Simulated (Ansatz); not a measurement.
Program: Ansatz. Geometries: PBE0-D4/def2-TZVP. ΔE: electronic, gas phase. CBS: MP2 limit from def2 TZ/QZ plus the TZ coupled-cluster correction, frozen cores. This one scheme is used for every species. DFT in def2-TZVPP. HSE06 is defined as in plane-wave codes. For Se outer-core shells are correlated without core-valence functions, which leaves a few kJ/mol of doubt a bond. Scalar relativity is left out up to krypton. Each species was taken in one conformer, which may not be the lowest.

`C[Se][Se][SiH3]` + `CC` → `CC[Se]C` + `[SiH3][SeH]`  (formal exchange of groups at the Se–Se bond)

```csv
level,ΔE (kJ/mol),difference from CCSD(T)/CBS
BLYP-D4,69.5,12.6
r2SCAN-D4,61.7,4.8
B97M-V,60.9,4.0
CAM-B3LYP-D4,58.4,1.5
PBE,63.7,6.8
revPBE,64.0,7.1
r2SCANh,60.4,3.5
HSE06,61.0,4.1
BHLYP,58.7,1.8
CAM-B3LYP,55.1,-1.8
HF/def2-SVP,52.6,-4.3
MP2/def2-SVP,54.2,-2.7
CCSD(T)/def2-SVP,53.1,-3.8
MP2/def2-TZVPP,53.4,-3.5
CCSD(T)/def2-TZVPP,51.4,-5.5
HF/def2-QZVPP,54.8,-2.1
CCSD(T)/CBS,56.9,0
```

Largest T1 diagnostic among the species: 0.010.

From BLYP to BHLYP (50 % exact exchange), in def2-TZVPP and without D4, ΔE moves by −5.7 kJ/mol. At CCSD(T), def2-SVP lies −3.8 kJ/mol from the extrapolated value and def2-TZVPP −5.5 kJ/mol.
